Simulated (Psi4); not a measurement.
C3H11NSSi (SMILES CS[SiH2]N(C)C), singlet, geometry from GFN2-xTB; HF/6-31G (Psi4).

Input for Psi4:
```
memory 2 GB

molecule {
0 1
  Si    0.11948168   -0.76059667   -0.15571412
  S     1.35739322    0.92454562    0.37587802
  C     2.98024098    0.10135703    0.40847302
  N    -1.54572914   -0.39607774   -0.28428381
  C    -2.08194813    0.27792578   -1.43998807
  C    -2.36928705   -0.22216735    0.88584492
  H     0.26322166   -1.75230283    0.90554404
  H     0.56197869   -1.22635214   -1.46615870
  H     3.20084156   -0.30715791   -0.57260214
  H     3.71310085    0.85595367    0.67204226
  H     2.97277175   -0.68842408    1.15297439
  H    -1.46372338    0.06811251   -2.30867866
  H    -3.09618835   -0.08226759   -1.63413645
  H    -2.12430740    1.36346062   -1.29450980
  H    -2.43021025    0.82977331    1.18749648
  H    -1.96076927   -0.79702188    1.71259352
  H    -3.38168142   -0.57829850    0.67539208
}

set basis 6-31g

energy('scf')
print_variables()
```

**Question.** Write the output that Psi4 gives for this input, abridged.

**Answer.** 
```
   => Loading Basis Set <=

    Name: 6-31G
    Role: ORBITAL
    Keyword: BASIS

         ---------------------------------------------------------
                                   SCF
               by Justin Turney, Rob Parrish, Andy Simmonett
                          and Daniel G. A. Smith
                              RHF Reference
         ---------------------------------------------------------

  ==> Geometry <==

    Molecular point group: c1
    Full point group: C1

    Geometry (in Angstrom), charge = 0, multiplicity = 1:

       Center              X                  Y                   Z               Mass
    ------------   -----------------  -----------------  -----------------  -----------------
         SI           0.089158654247    -0.779490918027    -0.163601500537    27.976926534650
         S            1.327070194247     0.905651371973     0.367990639463    31.972071174400
         C            2.949917954247     0.082462781973     0.400585639463    12.000000000000
         N           -1.576052165753    -0.414971988027    -0.292171190537    14.003074004430
         C           -2.112271155753     0.259031531973    -1.447875450537    12.000000000000
         C           -2.399610075753    -0.241061598027     0.877957539463    12.000000000000
         H            0.232898634247    -1.771197078027     0.897656659463     1.007825032230
         H            0.531655664247    -1.245246388027    -1.474046080537     1.007825032230
         H            3.170518534247    -0.326052158027    -0.580489520537     1.007825032230
         H            3.682777824247     0.837059421973     0.664154879463     1.007825032230
         H            2.942448724247    -0.707318328027     1.145087009463     1.007825032230
         H           -1.494046405753     0.049218261973    -2.316566040537     1.007825032230
         H           -3.126511375753    -0.101161838027    -1.642023830537     1.007825032230
         H           -2.154630425753     1.344566371973    -1.302397180537     1.007825032230
         H           -2.460533275753     0.810879061973     1.179609099463     1.007825032230
         H           -1.991092295753    -0.815916128027     1.704706139463     1.007825032230
         H           -3.412004445753    -0.597192748027     0.667504699463     1.007825032230

  Running in c1 symmetry.

  Rotational constants: A =      0.16185  B =      0.03704  C =      0.03675 [cm^-1]
  Rotational constants: A =   4852.25271  B =   1110.52627  C =   1101.77469 [MHz]
  Nuclear repulsion =  383.314571808692108

  Charge       = 0
  Multiplicity = 1
  Electrons    = 66
  Nalpha       = 33
  Nbeta        = 33

  ==> Algorithm <==

  SCF Algorithm Type is DF.
  DIIS enabled.
  MOM disabled.
  Fractional occupation disabled.
  Guess Type is SAD.
  Energy threshold   = 1.00e-06
  Density threshold  = 1.00e-06
  Integral threshold = 1.00e-12

  ==> Primary Basis <==

  Basis Set: 6-31G
    Blend: 6-31G
    Number of shells: 56
    Number of basis functions: 84
    Number of Cartesian functions: 84
    Spherical Harmonics?: false
    Max angular momentum: 1

   => Loading Basis Set <=

    Name: (6-31G AUX)
    Role: JKFIT
    Keyword: DF_BASIS_SCF

  ==> Integral Setup <==

  SCF_SUBTYPE=INCORE selected. In-core MEM_DF algorithm will be used.
  Using in-core AOs.

  ==> MemDFJK: Density-Fitted J/K Matrices <==

    J tasked:                   Yes
    K tasked:                   Yes
    wK tasked:                   No
    Algorithm:                 Core
    Schwarz Cutoff:           1E-12
    Mask sparsity (%):       4.9320
    Fitting Condition:        1E-10

   => Auxiliary Basis Set <=

  Basis Set: (6-31G AUX)
    Blend: CC-PVDZ-JKFIT
    Number of shells: 267
    Number of basis functions: 859
    Number of Cartesian functions: 859
    Spherical Harmonics?: false
    Max angular momentum: 3

  Minimum eigenvalue in the overlap matrix is 8.5144551819E-03.
  Reciprocal condition number of the overlap matrix is 1.5839919619E-03.
    Using symmetric orthogonalization.

  ==> Pre-Iterations <==

  SCF Guess: Superposition of Atomic Densities via on-the-fly atomic UHF (no occupation information).

   -------------------------
    Irrep   Nso     Nmo
   -------------------------
     A         84      84
   -------------------------
    Total      84      84
   -------------------------

  ==> Iterations <==

                           Total Energy        Delta E     RMS |[F,P]|

   @DF-RHF iter SAD:  -860.13347904333875   -8.60133e+02   0.00000e+00
   @DF-RHF iter   1:  -860.64169725394231   -5.08218e-01   4.64855e-03 ADIIS/DIIS
   @DF-RHF iter   2:  -860.72815292529253   -8.64557e-02   2.18328e-03 ADIIS/DIIS
   @DF-RHF iter   3:  -860.74454802651098   -1.63951e-02   5.42590e-04 ADIIS/DIIS
   @DF-RHF iter   4:  -860.74589119079894   -1.34316e-03   1.17690e-04 ADIIS/DIIS
   @DF-RHF iter   5:  -860.74596073002920   -6.95392e-05   2.08593e-05 DIIS
   @DF-RHF iter   6:  -860.74596356366192   -2.83363e-06   3.43066e-06 DIIS
   @DF-RHF iter   7:  -860.74596365997888   -9.63170e-08   1.21420e-06 DIIS
   @DF-RHF iter   8:  -860.74596367425488   -1.42760e-08   3.73878e-07 DIIS
  Energy and wave function converged.

  ==> Post-Iterations <==

    Orbital Energies [Eh]
    ---------------------

    Doubly Occupied:

       1A    -91.908290     2A    -68.815599     3A    -15.548703
       4A    -11.262007     5A    -11.254634     6A    -11.254599
       7A     -8.932178     8A     -6.614050     9A     -6.611989
      10A     -6.609307    11A     -6.181603    12A     -4.286584
      13A     -4.286245    14A     -4.286216    15A     -1.215349
      16A     -1.045034    17A     -0.966229    18A     -0.885812
      19A     -0.849194    20A     -0.718394    21A     -0.635257
      22A     -0.625316    23A     -0.619719    24A     -0.598480
      25A     -0.587236    26A     -0.546713    27A     -0.518649
      28A     -0.501992    29A     -0.499540    30A     -0.486723
      31A     -0.413318    32A     -0.346383    33A     -0.346184

    Virtual:

      34A      0.146317    35A      0.166487    36A      0.218459
      37A      0.235374    38A      0.238937    39A      0.264672
      40A      0.280479    41A      0.292865    42A      0.294138
      43A      0.307153    44A      0.311669    45A      0.317256
      46A      0.327910    47A      0.365107    48A      0.370622
      49A      0.380536    50A      0.398929    51A      0.466656
      52A      0.473082    53A      0.566924    54A      0.600428
      55A      0.612264    56A      0.615981    57A      0.748600
      58A      0.776485    59A      0.796964    60A      0.818839
      61A      0.843032    62A      0.855765    63A      0.882061
      64A      0.887696    65A      0.981142    66A      0.997703
      67A      1.114800    68A      1.132778    69A      1.178024
      70A      1.200716    71A      1.205430    72A      1.214084
      73A      1.232144    74A      1.239057    75A      1.245539
      76A      1.250611    77A      1.264746    78A      1.293518
      79A      1.344211    80A      1.393312    81A      1.404811
      82A      1.451147    83A      1.707438    84A      1.805557

    Final Occupation by Irrep:
              A
    DOCC [    33 ]
    NA   [    33 ]
    NB   [    33 ]

  @DF-RHF Final Energy:  -860.74596367425488

   => Energetics <=

    Nuclear Repulsion Energy =            383.3145718086921079
    One-Electron Energy =               -1947.6059321227285182
    Two-Electron Energy =                 703.5453966397815293
    Total Energy =                       -860.7459636742548810

Computation Completed

Properties will be evaluated at   0.000000,   0.000000,   0.000000 [a0]

Properties computed using the SCF density matrix

 Multipole Moments:

 ------------------------------------------------------------------------------------
     Multipole            Electronic (a.u.)      Nuclear  (a.u.)        Total (a.u.)
 ------------------------------------------------------------------------------------

 L = 1.  Multiply by 2.5417464519 to convert [e a0] to [Debye]
 Dipole X            :          3.7163905           -3.7819456           -0.0655550
 Dipole Y            :          1.7603727           -2.3565264           -0.5961538
 Dipole Z            :          0.8444104           -0.9837289           -0.1393185
 Magnitude           :                                                    0.6157162

 ------------------------------------------------------------------------------------

  Variable Map:
  ----------------------------------------------------------------------------
  "CURRENT ENERGY"           =>    -860.745963674255
  "CURRENT REFERENCE ENERGY" =>    -860.745963674255
  "DD SOLVATION ENERGY"      =>       0.000000000000
  "HF KINETIC ENERGY"        =>     861.620069525788
  "HF POTENTIAL ENERGY"      =>   -1722.366033200043
  "HF TOTAL ENERGY"          =>    -860.745963674255
  "HF VIRIAL RATIO"          =>       1.998985508947
  "NUCLEAR REPULSION ENERGY" =>     383.314571808692
  "ONE-ELECTRON ENERGY"      =>   -1947.605932122729
  "PCM POLARIZATION ENERGY"  =>       0.000000000000
  "PE ENERGY"                =>       0.000000000000
  "SCF ITERATION ENERGY"     =>    -860.745963674255
  "SCF ITERATIONS"           =>       8.000000000000
  "SCF TOTAL ENERGY"         =>    -860.745963674255
  "TWO-ELECTRON ENERGY"      =>     703.545396639782

  Array Variable Map:
  ----------------------------------------------------------------------------
  "CURRENT DIPOLE"           =>      -0.065555041561 ... -0.139318499328 1 by 3
  "SCF DIPOLE"               =>      -0.065555041561 ... -0.139318499328 1 by 3
  "SCF TOTAL ENERGIES"       =>    -860.133479043339 ... -860.745963674255 1 by 9
```
